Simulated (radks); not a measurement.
Correlation energies from several functionals, in hartree. Species: Tl2+ [Xe] 4f14 5d10 6s1; K [Ar] 4s1; K4+ [Ne] 3s2 3p3. All-electron calculation, non-relativistic Kohn-Sham, exchange-only LDA, spin-polarised, spherical densities, point nucleus. Program: a radial shooting solver on a logarithmic mesh with Libxc functionals. Every spin shell is full or empty, so the densities are truly spherical. Functionals are evaluated on that one density, not self-consistently.

functional     Tl2+         K       K4+
PW92        -8.3435   -1.4867   -1.2608
Wigner      -4.2781  -0.94673  -0.71597
Chachiyo    -8.2533   -1.4606   -1.2363
PBE         -4.9122  -0.72852  -0.57199
P86         -5.5129  -0.83164  -0.65803
PW91        -5.2701  -0.79700  -0.63703
AM05        -7.8673   -1.3513   -1.1441
OP (B88)    -4.2571  -0.75162  -0.60513
TPSS        -4.9086  -0.73126  -0.57838
revTPSS     -4.9476  -0.74869  -0.59139
SCAN        -4.9391  -0.72150  -0.57391
r2SCAN      -4.9530  -0.72849  -0.57969
B95         -6.1028  -0.85230  -0.69677
Tao-Mo      -4.8039  -0.67292  -0.52637
